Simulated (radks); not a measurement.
Effect of the nuclear size on the terbium ion Tb+, [Xe] 4f9 6s1. All-electron calculation, Dirac Kohn-Sham, relativistic LDA (MacDonald-Vosko exchange, VWN5 correlation), spin-unpolarised, spherical densities, finite nucleus; open shells fill j = l - 1/2 first; Fermi nuclear charge, rms radius 5.06 fm. Program: a radial shooting solver on a logarithmic mesh with Libxc functionals. The rms radius is varied about that value; shifts are against it.

| rms radius (fm) | total energy shift (eV) | density at nucleus (e/bohr^3) | 1s1/2 shift (meV) | 2s1/2 shift (meV) | 4p1/2 shift (meV) | 5s1/2 shift (meV) | 5p1/2 shift (meV) | 6s1/2 shift (meV) | 6p1/2 (empty) shift (meV) |
|---|---|---|---|---|---|---|---|---|---|
| 4.5186 | -4.49 | 6.981e+05 | -1840 | -239 | 0.233 | -1.87 | 0.137 | -0.166 | 0.049 |
| 4.5844 | -3.96 | 6.954e+05 | -1620 | -211 | 0.206 | -1.66 | 0.121 | -0.146 | 0.043 |
| 5.06 | 0 | 6.776e+05 | 0.000 | 0.000 | 0.000 | 0.000 | 0.000 | 0.000 | 0.000 |
| 5.2928 | 2.04 | 6.696e+05 | 836 | 109 | -0.106 | 0.854 | -0.062 | 0.076 | -0.022 |
| 5.7127 | 5.90 | 6.563e+05 | 2410 | 314 | -0.305 | 2.47 | -0.180 | 0.218 | -0.065 |

Slopes of the eigenvalues against <r^2> in GHz/fm^2, as finite differences over the two radii next to the reference (eigenvalue slopes, not the field-shift constants of lines): 1s1/2 84900, 2s1/2 11000, 4p1/2 -10.8, 5s1/2 86.7, 5p1/2 -6.33, 6s1/2 7.67, 6p1/2 (empty) -2.27.
